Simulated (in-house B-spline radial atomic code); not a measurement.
Radial electron density of the manganese ion Mn⁺, [Ar] 3d5 4s1. Method: Dirac-Hartree-Fock, average of configuration, Fermi nucleus of rms radius 3.7057 fm, inside a hard spherical wall at 5.55 bohr. Calculated with an all-electron radial atomic-structure program (B-spline basis).

Columns: r (bohr), 4πr²n(r) (electrons per bohr), bar.

```
 0.00247   0.7933 #
 0.00299    1.125 #
  0.0036    1.573 ##
 0.00435    2.198 ###
 0.00525    3.041 ####
 0.00634    4.174 ######
 0.00765    5.657 ########
 0.00924    7.576 ##########
  0.0111    9.904 #############
  0.0135    12.92 #################
  0.0162    16.17 #####################
  0.0196    19.87 ##########################
  0.0237    23.59 ###############################
  0.0286    26.87 ####################################
  0.0345    29.21 #######################################
  0.0416    30.15 ########################################
  0.0502    29.46 #######################################
  0.0606    27.39 ####################################
  0.0732    24.85 #################################
  0.0884    23.22 ###############################
   0.107    23.76 ################################
   0.129    26.67 ###################################
   0.155    30.58 #########################################
   0.188    33.17 ############################################
   0.226    31.87 ##########################################
   0.273    26.29 ###################################
    0.33     18.7 #########################
   0.398    13.02 #################
   0.481    11.48 ###############
    0.58    13.17 #################
     0.7    14.92 ####################
   0.845    14.25 ###################
    1.02    11.12 ###############
    1.23    7.224 ##########
    1.49    4.029 #####
    1.79    2.203 ###
    2.17    1.251 ##
    2.61   0.7872 #
    3.16   0.4637 #
    3.81   0.2177 
     4.6  0.05618 
    5.49 0.0002065
```

On this grid the curve has 3 maxima, near 0.0416, 0.188, 0.7 bohr.

The 3d3/2 radial function P(r) = rR(r), positive near the nucleus, with its small component Q(r) (sign convention: Q ≈ (P' + κP/r)/2c):

| r (bohr) | P | Q |
| --- | --- | --- |
| 0.0237 | 0.001416 | 0.001014 |
| 0.0345 | 0.00396 | 0.001937 |
| 0.0502 | 0.01072 | 0.003543 |
| 0.0732 | 0.02783 | 0.006134 |
| 0.107 | 0.06809 | 0.009827 |
| 0.155 | 0.1497 | 0.01403 |
| 0.226 | 0.2987 | 0.01762 |
| 0.33 | 0.5197 | 0.01867 |
| 0.481 | 0.7601 | 0.01585 |
| 0.7 | 0.9042 | 0.0102 |
| 1.02 | 0.855 | 0.004697 |
| 1.49 | 0.6333 | 0.001348 |
| 2.17 | 0.3585 | 4.009e-05 |
| 3.16 | 0.1417 | -0.0001792 |
| 4.6 | 0.02914 | -9.866e-05 |
